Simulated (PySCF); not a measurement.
```xyz
4
charge 1 multiplicity 1, angstrom
O     0.0000    0.0000    0.0000
Au   -0.0001    0.0000    2.0198
Au    1.7492    0.0000   -1.0098
Au   -1.7491    0.0000   -1.0100
```

These are results of PySCF, PBE0, basis O def2-SVP, Au def2-SVP with ECP60 (scalar-relativistic core potentials, no spin–orbit coupling, density fitting), not measurements.

This geometry of Au₃O⁺ is a stationary point at this level.

(1) What is the point group?

(2) Is it a minimum?

(3) List the harmonic modes with their infrared intensities.

(4) Give the atomic charges and bond orders.

Results:

(1) D3h.

(2) No: it has 1 imaginary mode, at 115i cm⁻¹ (a2'').

(3) 
| symmetry | ω (cm⁻¹) | IR (km/mol, summed over degenerate members) |
| --- | --- | --- |
| a2'' | 115i | – |
| e' | 41 | 0.0 |
| a1' | 143 | 0.0 |
| e' | 574 | 177 |

(4) 
```tsv
atom	Mulliken	Löwdin	polar tensor	Mayer order to O1
O1	-0.72	-0.23	-0.92	–
Au2,3,4	0.57	0.41	0.64	0.65
```

This need not be the most stable arrangement of these atoms. At this level a singlet minimum of C3v symmetry lies 4 kJ/mol below this structure. With an element this heavy the missing spin–orbit coupling can shift these numbers.
